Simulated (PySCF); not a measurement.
# Two-dimensional NMR puzzle

Compound of formula C$_{6}$H$_{14}$OSi$_{2}$. Correlations simulated from computed shifts and the bond graph:

HSQC (one-bond C–H):
```
  δH    δC
2.03  44.6
2.02  32.6
1.99  36.0
1.81  44.3
1.52  36.0
1.44  39.7
1.21  44.6
1.11  23.2
```

COSY cross peaks (H two or three bonds apart, from the bond graph; peaks can be absent where the dihedral angle is near 90°):
```
  δH    δH
5.30  5.04
5.30  1.44
5.24  5.01
5.24  2.02
5.04  1.44
5.01  2.02
2.03  1.99
2.03  1.81
2.03  1.52
2.03  1.21
2.02  1.99
2.02  1.52
2.02  1.44
1.99  1.52
1.99  1.21
1.81  1.44
1.81  1.21
1.81  1.11
1.52  1.21
```

HMBC (two and three bonds, from the bond graph):
```
  δH                            δC
5.30              44.3, 39.7, 32.6
5.24              39.7, 36.0, 32.6
5.04              44.3, 39.7, 32.6
5.01              39.7, 36.0, 32.6
2.03  44.3, 39.7, 36.0, 32.6, 23.2
2.02        44.6, 44.3, 39.7, 36.0
1.99        44.6, 44.3, 39.7, 32.6
1.81  44.6, 39.7, 36.0, 32.6, 23.2
1.52        44.6, 44.3, 39.7, 32.6
1.44  44.6, 44.3, 36.0, 32.6, 23.2
1.21  44.3, 39.7, 36.0, 32.6, 23.2
1.11              44.6, 44.3, 39.7
```

Equivalent nuclei averaged, a single conformation, non-relativistic Hamiltonian, in vacuum. GFN2-xTB structure; NMR shieldings at PBE0/pcSseg-1/GIAO; PySCF 2.14.

Chemical shifts δ = σref − σ; 1H (31.72 ppm), 13C (186.93 ppm) against TMS, all at this level.

Exchangeable hydrogens are left out of these lists.

Assemble the structure.

## Answers

`C[C@@H]1CC[C@H]2[SiH2]O[SiH2][C@@H]12`.

Mapped SMILES: `[CH3:1][C@@H:2]1[CH2:3][CH2:4][C@H:5]2[SiH2:6][O:7][SiH2:8][C@@H:9]12`; H(Xn) means a hydrogen on atom n. Ha(C3), Ha(C4) are cis to C1 on the ring; Ha(Si6), Ha(Si8) are cis to C2 on the ring; Hb(C3), Hb(C4) are trans to C1 on the ring; Hb(Si6), Hb(Si8) are trans to C2 on the ring.

1. δC 44.6 is C3, an sp3 CH2 in a ring (δH 2.03, 1.21).
2. δC 44.3 is C2, an sp3 CH in a ring (δH 1.81).
3. δC 39.7 is C9, an sp3 CH bonded to Si (δH 1.44).
4. δC 36.0 is C4, an sp3 CH2 in a ring (δH 1.52, 1.99).
5. δC 32.6 is C5, an sp3 CH bonded to Si (δH 2.02).
6. δC 23.2 is C1, a methyl carbon (δH 1.11).
7. COSY links 5.30–5.04, 5.30–1.44, 5.24–5.01, 5.24–2.02, 5.04–1.44, 5.01–2.02.

This is the structure that produced the data.

Shifts are as computed. Against solution values, carbons near 30 ppm lie about +3 ppm off and those near 130 ppm about +5 ppm. Of 1211 compounds with measured shifts, 218 miss one by over three times the rms of a fit or turn the order of signals round; such compounds aren't used in these exercises.
